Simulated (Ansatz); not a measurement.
`[NH]=[Ta]([NH2])([Cl])[Cl]`, relaxed with RKS PBE-D4/def2-SVP in Ansatz 0.2.0 from a rough embedded geometry. The force threshold is 0.03 eV/Å; the program also tests the step.

Total charge 0; spin multiplicity 1. Ta: def2 effective core potential.

Start:

```xyz
8

N    -0.751   -1.692    0.118
Ta    0.510   -0.200    0.196
N    -0.612    1.634   -0.135
Cl    1.626   -0.049    2.381
Cl    2.275   -0.453   -1.583
H    -0.572   -2.509   -0.563
H    -1.225    1.489   -1.025
H    -1.251    1.780    0.611
```

```tsv
step	energy (eV)	largest force (eV/Å)	largest move (Å)
1	-29606.8057	4.210	0.000
2	-29608.1266	1.955	0.192
3	-29608.3241	1.253	0.194
4	-29608.4838	2.004	0.196
5	-29608.6397	2.027	0.195
6	-29608.8828	1.040	0.200
7	-29608.9640	0.531	0.200
8	-29609.0170	0.469	0.200
9 (rejected)	-29609.0059	0.693	0.181
10	-29609.0308	0.114	0.091
11	-29609.0311	0.179	0.034
12	-29609.0323	0.030	0.024
```

End:

```xyz
8

N    -0.395   -1.646   -0.210
Ta    0.569   -0.205    0.149
N    -0.729    1.245   -0.136
Cl    1.261   -0.238    2.381
Cl    2.338   -0.006   -1.366
H    -0.852   -2.540   -0.399
H    -1.707    1.157   -0.426
H    -0.486    2.234    0.006
```

Run time 17 s (4 threads of an Arm Neoverse V2 on a shared host); peak host memory 0.17 GiB.
